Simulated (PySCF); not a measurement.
A GIAO shielding run with PySCF 2.14.0 with density-fitted response routines (density fitting, non-relativistic, gas phase) on `[SiH3]SC(C(C#C)=O)=C`, C₅H₆OSSi:

```
$ OMP_NUM_THREADS=1 python probes_run.py task.json out

{"job": {"kind": "nmr", "xc": "PBE0", "basis": "pcSseg-1"}, "charge": 0, "multiplicity": 1}
C      2.734895    -1.498611    -0.481305
C      1.673306    -1.007847    -0.205783
C      0.360682    -0.528691     0.112996
O     -0.593077    -1.291250     0.116886
C      0.243964     0.897902     0.429514
C      1.314445     1.711812     0.419980
S     -1.361792     1.461545     0.817117
Si    -2.614313    -0.333696     0.708111
H      3.680137    -1.893281    -0.716930
H      2.296337     1.345538     0.175729
H      1.211148     2.755140     0.656707
H     -3.851593     0.361178     1.095099
H     -2.796923    -0.744608    -0.673616
H     -2.297894    -1.235603     1.803354
```

Hardware: 1 thread of an Arm Neoverse N1, shared host. The job also computes population analyses, field gradients.

(1) How large is the calculation?

(2) How long does it take, and how much memory does it need?

## Answers

(1) 74 electrons, 180 basis functions and 978 auxiliary functions.

(2) 58 s of wall time, with 16 SCF cycles and 5 response iterations; peak memory 0.82 GiB. Times on a shared host scatter by some tens of per cent.
